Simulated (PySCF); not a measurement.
A GIAO shielding run with PySCF 2.14 (density fitting, non-relativistic, gas phase) on `F[SiH2]S[Si@H](F)C(F)F`, CH₄F₄SSi₂:

```
$ OMP_NUM_THREADS=1 python probes_run.py task.json out

{"job": {"kind": "nmr", "xc": "PBE0", "basis": "pcSseg-1"}, "charge": 0, "multiplicity": 1}
F      1.958834    -1.264224     0.781956
Si     2.258553     0.159203     0.104204
S      0.912428     0.323437    -1.587322
Si    -0.881097    -0.559727    -0.884895
F     -1.956125    -0.361034    -2.057903
C     -1.637412     0.468807     0.568425
F     -0.680832     0.915300     1.434652
F     -2.475041    -0.302816     1.310293
H      1.980733     1.159844     1.106441
H      3.573520     0.075226    -0.488671
H     -0.841621    -1.965574    -0.559538
H     -2.210742     1.350871     0.246331
```

Hardware: 1 thread of an Intel Xeon, shared host. The job also computes population analyses, field gradients.

Q: How large is the calculation?

A: 90 electrons, 177 basis functions and 994 auxiliary functions.

Q: How long does it take, and how much memory does it need?

A: 92 s of wall time, with 13 SCF cycles and 4 response iterations; peak memory 0.8 GiB. Times on a shared host scatter by some tens of per cent.
